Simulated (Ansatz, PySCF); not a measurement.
Complex: SiH4 (SMILES [SiH4]) (first 5 atoms) with CHN (SMILES C#N); geometry from B3LYP-D3(BJ)/def2-TZVP, rigid monomers moved along the line of their centres of mass till H3···H8 is 2.12 Å.
(charge 0, multiplicity 1):
```json
[
 {"atom": "Si", "x (Å)": "0.1473", "y (Å)": "0.1396", "z (Å)": "0.0251"},
 {"atom": "H", "x (Å)": "-0.5206", "y (Å)": "1.4201", "z (Å)": "0.3430"},
 {"atom": "H", "x (Å)": "-0.5988", "y (Å)": "-0.9645", "z (Å)": "0.6792"},
 {"atom": "H", "x (Å)": "1.5325", "y (Å)": "0.1501", "z (Å)": "0.5431"},
 {"atom": "H", "x (Å)": "0.1504", "y (Å)": "-0.0862", "z (Å)": "-1.4361"},
 {"atom": "C", "x (Å)": "-0.4286", "y (Å)": "-0.4306", "z (Å)": "3.6652"},
 {"atom": "N", "x (Å)": "-0.1272", "y (Å)": "0.1688", "z (Å)": "4.5946"},
 {"atom": "H", "x (Å)": "-0.7056", "y (Å)": "-0.9820", "z (Å)": "2.7942"}
]
```

Counterpoise-corrected where a basis set is named; no monomer relaxation. Rows marked so take none.

Frozen-core correlation. Rows in 6-31G* carry no dispersion term and start afresh at each structure (6-31G* with six Cartesian d functions). MP2/6-31G* freezes PySCF's default core.

The values were computed with Ansatz (Gaussian orbitals); PySCF for 6-31G* rows, the dispersion terms. 

```tsv
level	interaction energy (kcal/mol)
HF/6-31G*	1.19
PBE-D4/def2-TZVPPD	-0.68
r2SCAN-D4/def2-TZVPPD	-0.22
B3LYP/6-31G*	0.65
B3LYP/6-31G* (no counterpoise)	0.29
wB97X-V/def2-TZVPPD	-0.33
MP2/6-31G*	0.62
MP2/6-31G* (no counterpoise)	0.06
MP2/aug-cc-pV(D+d)Z	?
```

**Question.** Complete the blanks.

**Answer.** 
- MP2/aug-cc-pV(D+d)Z, interaction energy (kcal/mol): -0.07

Ansatz is a first-principles code.
